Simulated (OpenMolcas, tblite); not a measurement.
# A ladder of methods for GeH2Cl2 (dichlorogermane)

GeH2Cl2 has 5 atoms, charge 0, and is taken as a singlet. SMILES: `[Cl][GeH2][Cl]`. The shape is that of a PBE0-D4/def2-TZVP optimisation.

Quantity: the vertical electron affinity (to the doublet anion), in eV. The values are calculated.

The electron affinity is E(neutral) − E(anion): positive where the electron is bound.

```tsv
level	kind	program	value (eV)	CPU time (all runs)
IPEA1-xTB	semi-empirical	tblite	4.47	under 2 s
HF/def2-SVPD	Hartree–Fock	OpenMolcas	-1.65	41 s
SVWN5/def2-SVPD	LDA	OpenMolcas	-0.33	61 s
PBE/def2-SVPD	GGA	OpenMolcas	-0.49	86 s
revPBE/def2-SVPD	GGA	OpenMolcas	-0.56	84 s
M06-L/def2-SVPD	meta-GGA	OpenMolcas	-1.01	1.8 min
r2SCAN/def2-SVPD	meta-GGA	OpenMolcas	-0.61	97 s
PBE0/def2-SVPD	global hybrid	OpenMolcas	-0.65	82 s
```

All-electron rows without a relativistic Hamiltonian named are non-relativistic. Where it was recorded, the anion's HOMO is positive in HF/def2-SVPD, SVWN5/def2-SVPD, PBE/def2-SVPD, revPBE/def2-SVPD, M06-L/def2-SVPD, r2SCAN/def2-SVPD, PBE0/def2-SVPD: a fault of the level (basis or self-interaction), which says nothing on whether the real anion is bound. The values span -1.65 to 4.47 eV. The xTB values lack the empirical shift that such differences need. Negative values mean that the anion is unbound at that level; they are set by how diffuse the basis is and aren't properties of the molecule, whose anion may well be bound. CPU times are rough (shared hosts, several kinds of processor and program).
